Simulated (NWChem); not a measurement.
Everything below was run with NWChem. System: 1,3-cyclohexadiene (C$_{6}$H$_{8}$), charge 0, spin multiplicity 1, at a geometry optimised with PBE/def2-SVP. Level: LDA (SVWN5)/def2-SVP.

Job file:

```
start mol
memory heap 200 mb stack 900 mb global 1100 mb
geometry units angstroms nocenter noautoz
  C     -0.381543     1.379240    -0.107064
  C     -0.122092     0.722995    -1.265849
  C      0.122092    -0.722995    -1.265849
  C      0.381543    -1.379240    -0.107064
  C      0.459040    -0.616970     1.194863
  C     -0.459040     0.616970     1.194863
  H     -0.605136     2.458664    -0.110084
  H     -0.116145     1.263477    -2.226044
  H      0.116145    -1.263477    -2.226044
  H      0.605136    -2.458664    -0.110084
  H      1.519730    -0.295574     1.347039
  H      0.222988    -1.273586     2.057391
  H     -0.222988     1.273586     2.057391
  H     -1.519730     0.295574     1.347039
  symmetry group C2
end
basis spherical
  * library def2-svp
end
dft
  xc slater vwn_5
  semidirect memsize 60000000 filesize 0
  iterations 100
end
task dft energy
```

Part of the output:

```
             Northwest Computational Chemistry Package (NWChem) 7.3.0
             --------------------------------------------------------

                                NWChem Input Module
                                -------------------

 Scaling coordinates for geometry "geometry" by  1.889725989
 (inverse scale =  0.529177249)

 Turning off AUTOSYM since
 SYMMETRY directive was detected!

                             Geometry "geometry" -> ""
                             -------------------------

 Output coordinates in angstroms (scale by  1.889725989 to convert to a.u.)

  No.       Tag          Charge          X              Y              Z
 ---- ---------------- ---------- -------------- -------------- --------------
    1 C                    6.0000    -0.38154300     1.37924000    -0.10706400
    2 C                    6.0000    -0.12209200     0.72299500    -1.26584900
    3 C                    6.0000     0.12209200    -0.72299500    -1.26584900
    4 C                    6.0000     0.38154300    -1.37924000    -0.10706400
    5 C                    6.0000     0.45904000    -0.61697000     1.19486300
    6 C                    6.0000    -0.45904000     0.61697000     1.19486300
    7 H                    1.0000    -0.60513600     2.45866400    -0.11008400
    8 H                    1.0000    -0.11614500     1.26347700    -2.22604400
    9 H                    1.0000     0.11614500    -1.26347700    -2.22604400
   10 H                    1.0000     0.60513600    -2.45866400    -0.11008400
   11 H                    1.0000     1.51973000    -0.29557400     1.34703900
   12 H                    1.0000     0.22298800    -1.27358600     2.05739100
   13 H                    1.0000    -0.22298800     1.27358600     2.05739100
   14 H                    1.0000    -1.51973000     0.29557400     1.34703900

 Effective nuclear repulsion energy (a.u.)     217.6272296907

            Nuclear Dipole moment (a.u.)
            ----------------------------
        X                 Y               Z
 ---------------- ---------------- ----------------
     0.0000000000    -0.0000000000     0.0000075589

      Symmetry information
      --------------------

 Group name             C2
 Group number              4
 Group order               2
 No. of unique centers     7

      Symmetry unique atoms

     1    2    5    7    8   11   12


 Summary of "ao basis" -> "" (spherical)
 ------------------------------------------------------------------------------
       Tag                 Description            Shells   Functions and Types
 ---------------- ------------------------------  ------  ---------------------
 *                          def2-svp                  on all atoms

                                 NWChem DFT Module
                                 -----------------

 Summary of "ao basis" -> "ao basis" (spherical)
 ------------------------------------------------------------------------------
       Tag                 Description            Shells   Functions and Types
 ---------------- ------------------------------  ------  ---------------------
 C                          def2-svp                 6       14   3s2p1d
 H                          def2-svp                 3        5   2s1p

 Summary of "ao basis" -> "ao basis" (spherical)
 ------------------------------------------------------------------------------
       Tag                 Description            Shells   Functions and Types
 ---------------- ------------------------------  ------  ---------------------
[...]
 d= 0,ls=0.0,diis     5   -231.0731041311 -4.75D-04  1.07D-04  2.93D-04     2.4
 Grid integrated density:      43.999919500706
 Requested integration accuracy:   0.10E-05
  Resetting Diis
 d= 0,ls=0.0,diis     6   -231.0731408362 -3.67D-05  1.77D-05  3.89D-06     2.8
 Grid integrated density:      43.999919498828
 Requested integration accuracy:   0.10E-05
 d= 0,ls=0.0,diis     7   -231.0731413230 -4.87D-07  4.87D-06  7.00D-08     3.1

         Total DFT energy =     -231.073141322966
      One electron energy =     -743.577402116710
           Coulomb energy =      328.040700980548
    Exchange-Corr. energy =      -33.163669877488
 Nuclear repulsion energy =      217.627229690684

 Numeric. integr. density =       43.999919498828

     Total iterative time =      2.9s

                  Occupations of the irreducible representations
                  ----------------------------------------------

                     irrep           alpha         beta
                     --------     --------     --------
                     a                12.0         12.0
                     b                10.0         10.0

                       DFT Final Molecular Orbital Analysis
                       ------------------------------------

 Vector   20  Occ=2.000000D+00  E=-2.772121D-01  Symmetry=a
              MO Center=  1.4D-14,  2.8D-15,  1.8D-01, r^2= 4.3D+00
   Bfn.  Coefficient  Atom+Function         Bfn.  Coefficient  Atom+Function
  ----- ------------  ---------------      ----- ------------  ---------------
    61      0.275909   5 C  py               75     -0.275909   6 C  py
    19     -0.220944   2 C  py               33      0.220944   3 C  py
    85      0.208885   7 H  s               100      0.208885  10 H  s
     5      0.201191   1 C  py               47     -0.201191   4 C  py
    86      0.142058   7 H  s               101      0.142058  10 H  s

 Vector   21  Occ=2.000000D+00  E=-2.754800D-01  Symmetry=b
              MO Center= -2.2D-14,  1.1D-14, -6.7D-01, r^2= 2.8D+00
   Bfn.  Coefficient  Atom+Function         Bfn.  Coefficient  Atom+Function
  ----- ------------  ---------------      ----- ------------  ---------------
    18      0.327288   2 C  px               32      0.327288   3 C  px
    21      0.198943   2 C  px               35      0.198943   3 C  px
     4      0.191071   1 C  px               46      0.191071   4 C  px
     7      0.113534   1 C  px               49      0.113534   4 C  px
     3      0.112492   1 C  s                45     -0.112492   4 C  s

 Vector   22  Occ=2.000000D+00  E=-1.889121D-01  Symmetry=a
              MO Center=  6.9D-16,  7.7D-16, -2.7D-01, r^2= 3.3D+00
   Bfn.  Coefficient  Atom+Function         Bfn.  Coefficient  Atom+Function
  ----- ------------  ---------------      ----- ------------  ---------------
     4      0.314855   1 C  px               46     -0.314855   4 C  px
    18      0.241780   2 C  px               32     -0.241780   3 C  px
     7      0.238524   1 C  px               49     -0.238524   4 C  px
    21      0.181895   2 C  px               35     -0.181895   3 C  px
   106      0.139329  11 H  s               121      0.139329  14 H  s

 Vector   23  Occ=0.000000D+00  E=-6.591380D-02  Symmetry=b
              MO Center=  8.1D-16, -1.0D-15, -3.5D-01, r^2= 3.5D+00
   Bfn.  Coefficient  Atom+Function         Bfn.  Coefficient  Atom+Function
  ----- ------------  ---------------      ----- ------------  ---------------
     7      0.401624   1 C  px               49      0.401624   4 C  px
     4      0.354209   1 C  px               46      0.354209   4 C  px
    21     -0.289686   2 C  px               35     -0.289686   3 C  px
    18     -0.238096   2 C  px               32     -0.238096   3 C  px
    59     -0.138789   5 C  s                73      0.138789   6 C  s

 Vector   24  Occ=0.000000D+00  E= 2.843741D-02  Symmetry=a
              MO Center= -9.1D-17, -3.7D-16,  3.2D-01, r^2= 5.9D+00
   Bfn.  Coefficient  Atom+Function         Bfn.  Coefficient  Atom+Function
  ----- ------------  ---------------      ----- ------------  ---------------
    59      1.011098   5 C  s                73      1.011098   6 C  s
   106     -0.716571  11 H  s               121     -0.716571  14 H  s
   111     -0.557687  12 H  s               116     -0.557687  13 H  s
    21      0.440294   2 C  px               35     -0.440294   3 C  px
    18      0.293662   2 C  px               32     -0.293662   3 C  px

 Vector   25  Occ=0.000000D+00  E= 3.558016D-02  Symmetry=a
              MO Center=  2.7D-16,  9.1D-16, -4.6D-01, r^2= 8.0D+00
   Bfn.  Coefficient  Atom+Function         Bfn.  Coefficient  Atom+Function
  ----- ------------  ---------------      ----- ------------  ---------------
    86      0.668862   7 H  s               101      0.668862  10 H  s
    91      0.649219   8 H  s                96      0.649219   9 H  s
   111      0.577255  12 H  s               116      0.577255  13 H  s
    59     -0.544675   5 C  s                73     -0.544675   6 C  s
     3     -0.386674   1 C  s                45     -0.386674   4 C  s

 center of mass
 --------------
 x =   0.00000000 y =   0.00000000 z =  -0.05003568

 moments of inertia (a.u.)
 ------------------
         647.529481448552          93.983196311861           0.000000000000
          93.983196311861         391.289381728863           0.000000000000
           0.000000000000           0.000000000000         359.298238372383

     Multipole analysis of the density
     ---------------------------------

     L   x y z        total         alpha         beta         nuclear
     -   - - -        -----         -----         ----         -------
     0   0 0 0      0.000000    -22.000000    -22.000000     44.000000

     1   1 0 0      0.000000      0.000000      0.000000      0.000000
     1   0 1 0      0.000000      0.000000      0.000000     -0.000000
     1   0 0 1      0.202028      0.101010      0.101010      0.000008

     2   2 0 0    -29.089973    -32.279526    -32.279526     35.469079
     2   1 1 0     -0.731952     27.324452     27.324452    -55.380857
     2   1 0 1      0.000000      0.000000      0.000000     -0.000000
     2   0 2 0    -26.168256   -106.591906   -106.591906    187.015556
     2   0 1 1      0.000000      0.000000      0.000000     -0.000000
     2   0 0 2    -25.678511   -117.342760   -117.342760    209.007010

 Task  times  cpu:        3.2s     wall:        3.2s

 Total times  cpu:        3.2s     wall:        3.2s
```
